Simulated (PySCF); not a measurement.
**`InChI=1S/C10H12/c1-3-9-5-7-10(4-2)8-6-9/h3,5-8H,1,4H2,2H3`**

Cartesian coordinates in Å; atom numbers follow the order of the lines, from 1:
```xyz
22

C     3.6377    0.3388    1.5879
C     3.0042    0.4102    0.4109
C     1.5815    0.1656    0.1474
C     0.6599   -0.1702    1.1527
C    -0.6760   -0.3957    0.8506
C    -1.1542   -0.2982   -0.4637
C    -2.6136   -0.4914   -0.7742
C    -3.4175    0.8002   -0.6430
C    -0.2387    0.0367   -1.4656
C     1.1012    0.2637   -1.1663
H     4.7076    0.5448    1.6624
H     3.1237    0.0748    2.5162
H     3.5913    0.6795   -0.4747
H     0.9940   -0.2590    2.1887
H    -1.3709   -0.6591    1.6535
H    -3.0324   -1.2556   -0.0990
H    -2.7198   -0.8891   -1.7965
H    -4.4815    0.6335   -0.8712
H    -3.0383    1.5722   -1.3301
H    -3.3481    1.2067    0.3778
H    -0.5813    0.1173   -2.5012
H     1.7982    0.5202   -1.9689
```

Level of theory: quadratic response CAM-B3LYP/def2-SVPD first hyperpolarisability, Taylor convention, gas phase in PySCF. Geometry: PBE0-D3(BJ)/def2-SVP.

(1) What is the first hyperpolarisability, and how does it disperse?

(2) Which lowest excitations, dipole and polarisabilities go with it?

Answers

(1) In au, Taylor convention; the vector part is βᵢ = ⅓ Σⱼ (βᵢⱼⱼ + βⱼᵢⱼ + βⱼⱼᵢ); β∥ is 3/5 of the vector part along the dipole, the dipole points from − to +:
```tsv
process	λ (nm)	β vector norm	β∥	β HRS	depolarisation ratio
static β(0;0,0)	∞	208.6	123.8	89.5	4.47
second harmonic β(−2ω;ω,ω)	1907	231.4	137.4	99.0	4.53
Pockels β(−ω;ω,0)	1907	215.8	128.1	–	–
second harmonic β(−2ω;ω,ω)	1064	297.6	176.8	126.4	4.64
Pockels β(−ω;ω,0)	1064	233.1	138.4	–	–
```

(2) S1 4.91 eV (f = 0.241); S2 5.10 eV (f = 0.247); S3 6.22 eV (f = 0.258); dipole 0.67 D; isotropic α 124.4 au static, 125.0 au at 1907 nm, 126.4 au at 1064 nm, 126.9 au at 953.5 nm, 133.3 au at 532 nm.
